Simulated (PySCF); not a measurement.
**How exact exchange moves a shielding**

Molecule: SMILES F[Si@@H]1CC[C@H]1Cl, C3H6ClFSi.

Structure with atom numbers: `[F:1][Si@@H:2]1[CH2:3][CH2:4][C@H:5]1[Cl:6]`; H(Xn) means a hydrogen on atom n. Ha(C3), Ha(C4) are cis to F1 on the ring; Hb(C3), Hb(C4) are trans to F1 on the ring.

GIAO shieldings (ppm, equivalent atoms averaged) in PySCF 2.14.0 with density-fitted response routines on the PBE0-D3(BJ)/def2-SVP geometry, basis pcSseg-1, gas phase, non-relativistic:

```csv
functional,exact exchange (%),σ(F1),σ(Si2),σ(C5),σ(C3)
BLYP,0,314.0,310.7,119.6,159.2
BP86,0,316.1,316.8,125.6,163.8
PBE,0,314.3,317.2,126.3,164.4
PBE0,25,333.1,335.4,133.8,170.0
mPW1PW91,25,334.4,334.8,132.8,169.0
BHandHLYP,50,346.9,347.0,134.5,170.6
HF,100,370.8,387.0,148.0,180.2
```

Task: Fit each shielding as a line in the percentage of exact exchange.

Result: σ(F1) = 316.6 + 0.57 x (rms 2.4 ppm); σ(Si2) = 315.3 + 0.71 x (rms 2.7 ppm); σ(C5) = 124.8 + 0.23 x (rms 2.6 ppm); σ(C3) = 163.2 + 0.17 x (rms 2.0 ppm). The functionals also differ in their semilocal parts, which the line can't hold; Hartree–Fock has no correlation at all.

Task: What does the line predict for B3LYP (20 %), and what does the run give?

Result: σ(F1): 328.0 predicted, 329.0 computed; σ(Si2): 329.5 predicted, 325.0 computed; σ(C5): 129.4 predicted, 126.1 computed; σ(C3): 166.6 predicted, 164.2 computed ppm.
